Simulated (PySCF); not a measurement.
## Stretching NaI

Set-up: basis Na def2-TZVPP, I def2-TZVPP with ECP28; scalar-relativistic core potentials; PySCF 2.14. Energies in eV from Na + I in their ground configurations at the same level. State: ¹Σ⁺ (singlet), closed shell.

Curves on a restricted Hartree–Fock reference rise too fast on stretching and do not dissociate correctly.

| R (Å) | PBEsol | B97-3 | RHF-CCSD | RHF |
| --- | --- | --- | --- | --- |
| 2.340 | -2.877 | -2.743 |  | -1.783 |
| 2.449 | -3.152 | -3.040 | -2.912 | -2.117 |
| 2.558 | -3.299 | -3.204 | -3.078 | -2.309 |
| 2.639 | -3.349 | -3.262 | -3.138 | -2.385 |
| 2.721 | -3.361 | -3.280 | -3.156 | -2.416 |
| 2.803 | -3.343 | -3.267 | -3.144 | -2.414 |
| 2.912 | -3.286 | -3.213 | -3.092 | -2.372 |
| 3.047 | -3.177 | -3.107 | -2.986 | -2.276 |
| 3.211 | -3.015 | -2.945 | -2.824 | -2.122 |
| 3.429 | -2.775 | -2.703 |  | -1.883 |

Q: Put a parabola through the three lowest points of the PBEsol curve and estimate Re, k and ωe (reduced mass 19.46 u; 1 eV/Å² = 0.16022 mdyn/Å; ωe = 1302.8·√(k/μ) cm⁻¹).

A: Through R = 2.639, 2.721, 2.803 Å the second-order coefficient is 2.23 eV/Å², so Re ≈ 2.713 Å, k ≈ 0.715 mdyn/Å and ωe ≈ 250 cm⁻¹. A polynomial fit of higher order to the unrounded PBEsol energies gives Re = 2.709 Å, k = 0.731 mdyn/Å, ωe = 252 cm⁻¹; anharmonicity and rounding make the difference.

The higher-order fit for each curve: PBEsol: Re = 2.709 Å, ωe = 252 cm⁻¹, De = 3.36 eV; B97-3: Re = 2.723 Å, ωe = 254 cm⁻¹, De = 3.28 eV; RHF-CCSD: Re = 2.726 Å, ωe = 253 cm⁻¹, De = 3.16 eV; RHF: Re = 2.755 Å, ωe = 251 cm⁻¹, De = 2.42 eV.

Correlated steps freeze 5 core orbitals. These are scalar-relativistic numbers at best; spin–orbit coupling would shift them, the dissociation energy most. Where the molecule has an RHF reference, its open-shell atoms are computed with UHF.
